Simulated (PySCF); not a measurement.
# Excitation energy of Ir⁺ by level of theory

Ir⁺ [Xe] 4f14 5d7 6s1 (5F) → Ir⁺ [Xe] 4f14 5d6 6s1 6p1 (high-spin determinant), as a difference of total energies. Computed with PySCF 2.14 in def2-QZVPPD with the def2 core potential (60 electrons), with scalar relativity through the core potential. Correlated levels: valence: 5s2 5p6 frozen; valence and next inner shell: nothing frozen outside the core potential. The calculations carry no spin-orbit coupling.

| method | excitation energy (eV) |
| --- | --- |
| UHF | 5.350 |
| LDA | 7.043 |
| PBE | 7.014 |
| PBE0 | 6.826 |
| r2SCAN | 6.686 |
| r2SCANh | 6.649 |
| BP86 | 7.099 |
| revPBE | 7.019 |
| B97-3 | 7.243 |
| MP2 (valence) | 6.599 |
| SCS-MP2 (valence) | 6.953 |
| MP2 (valence and next inner shell) | 6.438 |
| SCS-MP2 (valence and next inner shell) | 6.627 |

Problem. How much does correlation contribute at MP2 (valence and next inner shell)?

Solution. 6.438 − (5.350) = 1.088 eV, measured against UHF.

The determinant of the upper state mixes LS terms, which raises its energy above the lowest term, most at the Hartree-Fock and MP2 levels.
